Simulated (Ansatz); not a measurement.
TiAl3. Total charge 0; quartet. Geometry PBE0-D4/def2-SVP; atoms count from 1.

```xyz
4

Ti    1.109   -0.659   -0.987
Al   -1.451    0.184   -0.752
Al   -0.159   -1.000    1.215
Al    0.500    1.475    0.524
```

The charge 0 quartet is spin-contaminated (final ⟨S²⟩ up to 4.13, 3.75 for a pure state). The geometry of the quartet was relaxed on an unsound state (⟨S²⟩ 4.16, where a pure state has 3.75). The structure comes from a short search, and lower isomers may exist.

Q: Estimate the Mulliken populations from the PBE0/def2-TZVP orbitals of Ansatz.

A: 
| atom | charge (e) | spin (α − β) | d electrons |
| --- | --- | --- | --- |
| Ti1 | 0.16 | 2.56 | 2.78 |
| Al2 | -0.06 | 0.18 | – |
| Al3 | -0.04 | 0.52 | – |
| Al4 | -0.05 | -0.27 | – |
Mulliken values and Mayer orders depend strongly on the basis.

Q: Where does the spin sit?

A: Summed by element: Ti 2.56, Al 0.44, of 3 unpaired in all. Largest on single atoms: Ti1 2.56, Al3 0.52, Al4 -0.27.

Q: And the Mayer bond orders between bonded heavy atoms (over 0.3)?

A: Ti1–Al2 0.95 (2.71 Å); Ti1–Al3 1.11 (2.56 Å); Ti1–Al4 0.99 (2.69 Å); Al2–Al3 0.70 (2.63 Å); Al2–Al4 0.70 (2.67 Å); Al3–Al4 0.64 (2.65 Å).
